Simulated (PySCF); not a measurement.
CrOF3, SMILES [O]=[Cr]([F])([F])[F] (connectivity only; charge and spin as stated), neutral, multiplicity 2. Atoms are numbered in the order given.

```xyz
5

Cr    -0.0314    -0.0965     0.0000
O      0.4858    -1.5184     0.0000
F     -1.6944     0.1834     0.0000
F      0.6732     0.7118    -1.3093
F      0.6732     0.7118     1.3093
```
Charge 0, spin multiplicity 2.

Coordinates come from a PBE0-D3(BJ)/def2-SVP optimisation. A frequency run showed that this geometry is not a minimum. The multiplicity is an assumed one; other spin states were not compared.

Level of theory: r2SCAN/def2-TZVP (PySCF).

Isolated molecule, no solvent.

| Item | Value |
|---|---|
| total energy | -1419.36400 hartree |
| point group | Cs |
| α spin, highest occupied and lowest empty level | -7.34 and -6.22 eV |
| β spin, highest occupied and lowest empty level | -10.39 and -5.57 eV |
| dipole moment | 0.93 D |
| quadrupole, principal values (traceless, Buckingham form, about the centre of nuclear charge) | -0.96, 0.26, 0.70 D·Å |
| mean static polarisability | 33.3 bohr³ (4.94 Å³) |
| polarisability, principal values | 31.2, 31.7, 37.0 bohr³ |
| ⟨S²⟩ | 0.766 (pure state 0.75) |
